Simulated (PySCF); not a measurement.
**Pm2O3 at several levels of theory**

Computed with PySCF 2.14.0 (density fitting, no spin-orbit coupling) at the geometry relaxed with BP86:

```xyz
5
Pm2O3 (singlet in the valence; each metal's 4f electrons, 4 of them, lie in its core potential, out of spins and levels; a saddle point, relaxed within its symmetry)
Pm    0.4459    0.3547    2.1114
Pm    0.4459    0.3547   -2.1114
O     0.7290    0.5799    0.0000
O    -1.0177   -0.8096    2.4441
O    -1.0177   -0.8096   -2.4441
```

```csv
level,basis,state,HOMO (eV),gap (eV),charge on Pm1 (e),population of f-type functions on Pm1 (polarisation alone where 4f lies in the core),dipole about the centre of mass (D),largest force component (eV/Å)
BP86,"Pm lcecp-1-SVP with ECP50, O def2-SVP",singlet,-4.30,1.99,0.70,0.09,11.68,0.01
CAM-B3LYP,the same,singlet,-6.76,5.52,0.82,0.10,13.43,0.74
BP86,"Pm lcecp-1-TZVP with ECP50, O def2-TZVP",singlet,-4.31,2.03,1.11,0.09,12.22,0.05
```

In the lcecp rows the 4f levels are missing from HOMO and gap, and the state counts the valence alone.

Charges are Mulliken's, which hang on the basis. The relaxation used the grid (50, 194), these runs (75, 302) or, all-electron (x2c bases, spin-free X2C Hamiltonian), (99, 590).

A further run in the first row's basis gives HOMO (eV) -4.66, gap (eV) 2.69, charge on Pm1 (e) 0.82, population of f-type functions on Pm1 (polarisation alone where 4f lies in the core) 0.09, dipole about the centre of mass (D) 12.55, largest force component (eV/Å) 0.23. Which level was it?
A. TPSS
B. TPSSh
C. HF

B. The others give HOMO -8.73 eV (HF); -4.15 eV (TPSS).

In the first row's basis the gap widens with exact exchange: 2.0 eV for TPSS, BP86 (none); 2.7 eV for TPSSh (a fixed share); 5.5 to 8.6 eV for CAM-B3LYP, Hartree–Fock (rising or full at long range).

An lcecp potential fixes the number of 4f electrons, so in runs with it no electron can move into or out of that shell.
